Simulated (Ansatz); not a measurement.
Compare A (`C[Si](C)(Cl)C#N`) with its isomer B (`C=N/C([SiH3])=C\Cl`).

Gas-phase electronic energies from Ansatz, PBE0-D4/def2-TZVP geometries. CCSD(T)/CBS adds triple-zeta CCSD(T) − MP2 to the extrapolated MP2 energy (def2 sets, frozen cores). DFT in def2-TZVPP. One conformer a species, not always the lowest.

A:

```xyz
12

C     1.5246    0.0374   -0.6819
Si    0.0098    0.3357    0.3362
C    -1.0727   -1.1449    0.5739
Cl    0.5346    1.1186    2.1589
C    -0.9966    1.6482   -0.5094
N    -1.6245    2.4378   -1.0652
H     2.1592   -0.7131   -0.2048
H     2.1019    0.9566   -0.7956
H     1.2473   -0.3223   -1.6761
H    -1.9538   -0.8895    1.1652
H    -0.5246   -1.9347    1.0926
H    -1.4051   -1.5298   -0.3938
```

B:

Z-matrix (Å, degrees):
```
Si
C 1 1.875
H 1 1.486 2 109.3
H 1 1.485 2 108.1 3 119.6
H 1 1.484 2 110.4 3 -119.6
N 2 1.390 1 116.1 3 62.5
C 2 1.335 1 118.9 3 -123.6
C 6 1.261 2 121.1 1 -111.0
Cl 7 1.722 2 124.2 1 -177.0
H 7 1.081 2 122.3 1 0.6
H 8 1.088 6 118.8 2 -179.4
H 8 1.095 6 123.2 2 0.8
```

Which is lower in electronic energy at CCSD(T)/CBS, and by how much? (Best estimate.)

Computed: A, by 385.5 kJ/mol.

Give E(B) − E(A) in kJ/mol with HF/def2-TZVPP, PBE0-D4, CCSD(T)/def2-TZVPP, B2PLYP, MP2/def2-TZVPP, ωB97M-V, PBE-D4. (An estimate is asked.)

Ansatz gave: HF/def2-TZVPP 399.4, PBE0-D4 363.4, CCSD(T)/def2-TZVPP 384.8, B2PLYP 382.1, MP2/def2-TZVPP 404.3, ωB97M-V 387.0, PBE-D4 345.7. None reverses the order clearly.

Largest T1 diagnostic: 0.013.

From PBE to PBE0 (25 % exact exchange), in def2-TZVPP and without D4, E(B) − E(A) moves by +17.3 kJ/mol.
